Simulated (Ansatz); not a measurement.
Cost and result for the atomization energy of `C#C[O][SnH2][NH2]` (10 atoms, 9 bonds).

Cartesian coordinates in Å:
```
C -1.953 1.520 -0.619
C -1.603 0.639 0.126
O -1.212 -0.297 0.907
Sn 0.470 -1.279 0.320
N 1.903 0.064 -0.044
H -2.309 2.298 -1.247
H 0.824 -2.203 1.694
H 0.021 -2.053 -1.119
H 2.192 0.598 0.765
H 1.668 0.713 -0.784
```

Total charge 0; spin multiplicity 1. Correlated methods include outer-core shells of Sn, which these sets cover unevenly. Sn: def2 effective core potential. All single points use the PBE0-D4/def2-TZVP geometry. It is one conformer, not always the lowest. Program: Ansatz. All runs use 4 threads of an Arm Neoverse V1 on a shared host. Times are those of one run each, without the atoms' runs, and a repeat can differ threefold. Electronic energies, without spin–orbit coupling; frozen cores. CCSD(T)/CBS adds CCSD(T) − MP2 in def2-TZVPP to the MP2 limit, and its time is that of the two runs behind it. T1 = 0.014. With those shells the extrapolation isn't a true limit. B3LYP takes the VWN-RPA correlation (the form of Gaussian; ORCA's B3LYP/G).

CCSD(T)/CBS is a level of theory with its own doubt, some kJ/mol a heavy atom from the limit and from the frozen cores, so smaller differences don't rank the functionals.

| level | functions | wall time | atomization (kcal/mol) | difference from CCSD(T)/CBS | per bond |
| --- | --- | --- | --- | --- | --- |
| PBE-D4/def2-TZVPP (with forces) | 244 | 2.8 s | 868.9 | 22.4 | 2.5 |
| PBE0-D4/def2-TZVPP | 244 | 3.4 s | 841.7 | -4.8 | -0.5 |
| r2SCAN-D4/def2-TZVPP (with forces) | 244 | 5.5 s | 842.0 | -4.5 | -0.5 |
| B3LYP-D4/def2-TZVPP (with forces) | 244 | 5.5 s | 842.8 | -3.7 | -0.4 |
| B2PLYP/def2-TZVPP | 244 | 7 s | 833.9 | -12.6 | -1.4 |
| ωB97X-V/def2-TZVPP | 244 | 9 s | 846.4 | -0.1 | 0.0 |
| ωB97M-V/def2-TZVPP (with forces) | 244 | 13 s | 844.8 | -1.7 | -0.2 |
| MP2/def2-QZVPP | 460 | 23 s | 852.2 | 5.7 | 0.6 |
| CCSD(T)/def2-TZVPP | 244 | 4.7 min | 817.8 | -28.7 | -3.2 |
| CCSD(T)/CBS(def2) | – | 5.1 min | 846.5 | 0.0 | 0.0 |

The D4 term adds +7.9 kcal/mol with B3LYP and +4.2 kcal/mol with PBE0; it sums over pairs of atoms, weighted by their polarisabilities, and B3LYP, whose exchange is more repulsive, gets the larger term. In def2-TZVPP, CCSD(T) changes the Hartree–Fock value by +263.1 kcal/mol (the triples alone add +18.8 kcal/mol) and MP2 by +280.3 kcal/mol; breaking electron pairs costs correlation energy, which Hartree–Fock lacks. From PBE to PBE0 (25 % exact exchange), in def2-TZVPP and without D4, the atomization energy moves by −26.5 kcal/mol: exact exchange takes away binding that semilocal exchange gives to molecules.

Spin–orbit coupling would lower the free Sn atoms strongly, and the atomization energy with them, by more than many differences here. For some Ge, Se and Sn compounds the MP2-based and the directly extrapolated limit differ by 10 to 25 kJ/mol.
